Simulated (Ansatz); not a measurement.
One change: `C[CH2][Mg][NH2]` becomes `C[CH2][MgH]`.

Ansatz, PBE0-D4/def2-TZVP geometries, multiplicity 1. Each molecule was computed in one conformer, which needn't be the lowest.

```json
{"property": "size of the dipole moment (B3LYP/def2-TZVPP) / D", "`C[CH2][Mg][NH2]`": "0.28"}
{"property": "LUMO energy (PBE0/def2-TZVPP) / eV", "`C[CH2][Mg][NH2]`": "-0.64"}
{"property": "HOMO–LUMO gap (PBE0/def2-TZVPP) / eV", "`C[CH2][Mg][NH2]`": "5.49"}
{"property": "HOMO–LUMO gap (ωB97M-V/def2-TZVPP) / eV", "`C[CH2][Mg][NH2]`": "9.03"}
{"property": "ideal-gas entropy at 298 K and 1 bar (rigid rotor, harmonic PBE0-D4/def2-TZVP) / J/(mol·K)", "`C[CH2][Mg][NH2]`": "359"}
{"property": "LUMO energy (B3LYP/def2-TZVPP) / eV", "`C[CH2][Mg][NH2]`": "-0.91"}
```

(1) What does the change do to each property? (An estimate is asked.)

Answers

(1) Computed: 
| property | `C[CH2][MgH]` | shift |
| --- | --- | --- |
| size of the dipole moment (B3LYP/def2-TZVPP) / D | 0.56 | 0.28 |
| LUMO energy (PBE0/def2-TZVPP) / eV | -0.31 | 0.33 |
| HOMO–LUMO gap (PBE0/def2-TZVPP) / eV | 6.03 | 0.54 |
| HOMO–LUMO gap (ωB97M-V/def2-TZVPP) / eV | 9.32 | 0.29 |
| ideal-gas entropy at 298 K and 1 bar (rigid rotor, harmonic PBE0-D4/def2-TZVP) / J/(mol·K) | 297 | -62 |
| LUMO energy (B3LYP/def2-TZVPP) / eV | -0.56 | 0.35 |

With PBE0 the HOMO falls by 0.21 eV and the LUMO rises by 0.33 eV, so the gap widens by about 0.54 eV. PBE moves the HOMO by -0.42 eV and ωB97M-V by 0.03 eV. The zero-point energy changes by -49.9 kJ/mol with -6 modes. Dipoles are sizes alone; their direction can turn. Modes under 60 cm⁻¹, often nearly free rotors, make the harmonic entropy too high.

B3LYP here is the variant with VWN-RPA as its local correlation; programs differ in this.
